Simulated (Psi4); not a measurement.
ClCu, triplet, at a GFN2-xTB geometry (such geometries of metal compounds can be far from the true shape) (the multiplicity is a formal guess); PBE/STO-3G run with Psi4.

Psi4 was given this input:
```
memory 2 GB

molecule mol {
0 3
Cu   -0.000000   -0.000000   -0.783800
Cl    0.000000    0.000000    1.337070
symmetry c1
no_reorient
no_com
}

set {
  basis sto-3g
  reference uks
}

energy('pbe')
print_variables()
```

**Question.** Predict the main parts of the log of this Psi4 run.

**Answer.** 
```
   => Loading Basis Set <=

    Name: STO-3G
    Role: ORBITAL
    Keyword: BASIS

         ---------------------------------------------------------
                                   SCF
               by Justin Turney, Rob Parrish, Andy Simmonett
                          and Daniel G. A. Smith
                              UKS Reference
         ---------------------------------------------------------

  ==> Geometry <==

    Molecular point group: c1
    Full point group: C_inf_v

    Geometry (in Angstrom), charge = 0, multiplicity = 3:

       Center              X                  Y                   Z               Mass
    ------------   -----------------  -----------------  -----------------  -----------------
         CU           0.000000000000     0.000000000000    -0.783800000000    62.929597720000
         CL           0.000000000000     0.000000000000     1.337070000000    34.968852682000

  Running in c1 symmetry.

  Rotational constants: A = ************  B =      0.16662  C =      0.16662 [cm^-1]
  Rotational constants: A = ************  B =   4995.04312  C =   4995.04312 [MHz]
  Nuclear repulsion =  123.008182896787631

  Charge       = 0
  Multiplicity = 3
  Electrons    = 46
  Nalpha       = 24
  Nbeta        = 22

  ==> Algorithm <==

  SCF Algorithm Type is DF.
  DIIS enabled.
  MOM disabled.
  Fractional occupation disabled.
  Guess Type is SAD.
  Energy threshold   = 1.00e-06
  Density threshold  = 1.00e-06
  Integral threshold = 1.00e-12

  ==> Primary Basis <==

  Basis Set: STO-3G
    Blend: STO-3G
    Number of shells: 13
    Number of basis functions: 27
    Number of Cartesian functions: 28
    Spherical Harmonics?: true
    Max angular momentum: 2

  ==> DFT Potential <==

   => LibXC <=

    Version 7.1.2
    S. Lehtola, C. Steigemann, M. J. T. Oliveira, and M. A. L. Marques,  SoftwareX 7, 1–5 (2018) (10.1016/j.softx.2017.11.002)

   => Composite Functional: PBE <=

    PBE GGA Exchange-Correlation Functional

    J.P. Perdew et. al., Phys. Rev. Lett., 77(18), 3865-3868, 1996

    Deriv               =              1
    GGA                 =           TRUE
    Meta                =          FALSE

    Exchange Hybrid     =          FALSE
    MP2 Hybrid          =          FALSE

   => Exchange Functionals <=

    1.0000     XC_GGA_X_PBE

   => Correlation Functionals <=

    1.0000     XC_GGA_C_PBE

   => LibXC Density Thresholds  <==

    XC_GGA_C_PBE:  1.00E-12
    XC_GGA_X_PBE:  1.00E-15

[...]
   @DF-UKS iter  88: -2069.54900329106567    3.99088e+00   6.99117e-02 DIIS/ADIIS
   @DF-UKS iter  89: -2073.59989962611280   -4.05090e+00   3.44514e-02 DIIS/ADIIS
   @DF-UKS iter  90: -2064.76206203776383    8.83784e+00   1.46646e-02 DIIS/ADIIS
   @DF-UKS iter  91: -2067.95609593426798   -3.19403e+00   6.59462e-02 DIIS/ADIIS
   @DF-UKS iter  92: -2073.72929871625547   -5.77320e+00   3.13649e-02 DIIS/ADIIS
   @DF-UKS iter  93: -2069.56256038020683    4.16674e+00   6.98324e-02 DIIS/ADIIS
   @DF-UKS iter  94: -2073.80885934225034   -4.24630e+00   2.96104e-02 DIIS/ADIIS
   @DF-UKS iter  95: -2069.24859182602222    4.56027e+00   6.91574e-02 DIIS/ADIIS
   @DF-UKS iter  96: -2073.69442938545717   -4.44584e+00   3.22561e-02 DIIS/ADIIS
   @DF-UKS iter  97: -2069.31396569238223    4.38046e+00   6.93285e-02 DIIS/ADIIS
   @DF-UKS iter  98: -2073.77419670921745   -4.46023e+00   3.06449e-02 DIIS/ADIIS
   @DF-UKS iter  99: -2069.32195973518992    4.45224e+00   6.95318e-02 DIIS/ADIIS
   @DF-UKS iter 100: -2073.78943275240454   -4.46747e+00   3.03985e-02 DIIS/ADIIS

PsiException: Could not converge SCF iterations in 100 iterations.

  Failed to converge.

Traceback (most recent call last):
  File "psi4", line 375, in <module>
  File "<string>", line 26, in <module>
  File "site-packages/psi4/driver/driver.py", line 533, in energy
  File "site-packages/psi4/driver/procrouting/proc.py", line 2760, in run_scf
  File "site-packages/psi4/driver/procrouting/proc.py", line 2047, in scf_helper
  File "site-packages/psi4/driver/procrouting/scf_proc/scf_iterator.py", line 93, in scf_compute_energy
  File "site-packages/psi4/driver/procrouting/scf_proc/scf_iterator.py", line 86, in scf_compute_energy
  File "site-packages/psi4/driver/procrouting/scf_proc/scf_iterator.py", line 609, in scf_iterate

psi4.driver.p4util.exceptions.SCFConvergenceError: Could not converge SCF iterations in 100 iterations.

Printing out the relevant lines from the Psithon --> Python processed input file:
    no_com
    ""","mol")
    core.IO.set_default_namespace("mol")
    core.set_global_option("BASIS", "sto-3g")
    core.set_global_option("REFERENCE", "uks")
--> energy('pbe')
    print_variables()

!-------------------------------------------------------!
!                                                       !
!  Could not converge SCF iterations in 100 iterations. !
!                                                       !
!-------------------------------------------------------!
```

The run did not converge; its last values are not results.
